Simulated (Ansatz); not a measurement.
Consider the formal exchange of groups at a W–Cl bond: `[NH]=[W](=[NH])([OH])[Cl]` + `NC1C=C1` → `[NH]=[W](=[NH])([NH2])[OH]` + `ClC1C=C1`.

Program: Ansatz. Geometries: PBE0-D4/def2-TZVP. ΔE: electronic, gas phase. CCSD(T)/CBS adds triple-zeta CCSD(T) − MP2 to the extrapolated MP2 energy (def2 sets, frozen cores). DFT in def2-TZVPP. B3LYP here is the variant with VWN-RPA as its local correlation; programs differ in this. Elements past krypton have def2 core potentials. For W outer-core shells are correlated without core-valence functions, which leaves a few kJ/mol of doubt a bond. Each species was taken in one conformer, which may not be the lowest.

(1) Is it downhill or uphill in electronic energy at CCSD(T)/CBS, and by how much? (Best estimate.)

(2) What do these levels give: r2SCAN-D4, PBE0-D4, B3LYP-D4, ωB97M-V, B2PLYP, PBE-QIDH, PBE0, B3LYP, r2SCANh, RPA@PBE/def2-TZVPP, HF/def2-SVP, CCSD(T)/def2-TZVPP? (Estimate.)

Largest T1 diagnostic among the species: 0.020, so the coupled-cluster value is less sure than usual.

Answers

(1) The calculation gave: Uphill: ΔE = +0.47 eV.

(2) Ansatz gave: r2SCAN-D4 0.47, PBE0-D4 0.49, B3LYP-D4 0.44, ωB97M-V 0.45, B2PLYP 0.50, PBE-QIDH 0.54, PBE0 0.49, B3LYP 0.45, r2SCANh 0.48, RPA@PBE/def2-TZVPP 0.46, HF/def2-SVP 0.65, CCSD(T)/def2-TZVPP 0.48 eV.

Leaving LDA and LC-ωPBE aside and taking each functional with its dispersion term where it has one, the values, not all of them listed here, spread over 0.12 eV, from BLYP-D4 to PBE-QIDH. At CCSD(T), def2-SVP lies +0.15 eV from the extrapolated value and def2-TZVPP +0.02 eV. From BLYP to BHLYP (50 % exact exchange), in def2-TZVPP and without D4, ΔE moves by +0.05 eV.
